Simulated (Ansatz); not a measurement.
Consider the atomization: `[BH2][GeH2][PH2]` → B• + Ge• + 6 H• + P•.

Program: Ansatz. Geometries: PBE0-D4/def2-TZVP. ΔE: electronic, gas phase. CCSD(T)/CBS is the MP2 limit (def2-TZVPP, def2-QZVPP) plus CCSD(T) − MP2 in def2-TZVPP, frozen cores. This one scheme is used for every species, atoms too. DFT in def2-TZVPP. HSE06 is defined as in plane-wave codes. No spin–orbit coupling; open shells (•) take unrestricted orbitals. Spin–orbit coupling would lower the free atoms: a little for B; clearly for Ge. Bonds to Ge are less sure, by a few kJ/mol each and by 10 to 20 or more in all where they break to atoms, as the def2 sets lack core-valence functions. Scalar relativity is left out up to krypton. Each species was taken in one conformer, which may not be the lowest.

```csv
level,ΔE (kJ/mol),difference from CCSD(T)/CBS
LDA (SPW92),2811.0,308.9
PBE-D4,2501.3,-0.8
HSE06-D4,2490.0,-12.1
r2SCAN0,2490.3,-11.8
BHLYP,2461.3,-40.8
LC-ωPBE,2466.8,-35.3
CCSD/def2-SVP,2308.4,-193.7
MP2/def2-TZVPP,2415.8,-86.3
SCS-MP2/def2-TZVPP,2449.4,-52.7
MP2/def2-QZVPP,2446.5,-55.6
CCSD(T)/CBS,2502.1,0
```

Largest T1 diagnostic among the species: 0.014.

The D4 term adds +28.0 kJ/mol with B3LYP and +14.7 kJ/mol with PBE0; it sums over pairs of atoms, weighted by their polarisabilities, and B3LYP, whose exchange is more repulsive, gets the larger term. Leaving LDA and LC-ωPBE aside and taking each functional with its dispersion term where it has one, the values, not all of them listed here, spread over 90.0 kJ/mol, from revPBE-D4 to B97M-V. LDA lies +327.0 kJ/mol from PBE without D4, its usual overbinding.

B3LYP here is the variant with VWN-RPA as its local correlation; programs differ in this.

For atomizations the MP2-based limit and the directly extrapolated one differ by several kJ/mol either way, and by 10 to 25 for some Ge, Se and Sn compounds, so smaller differences from it don't rank the levels.
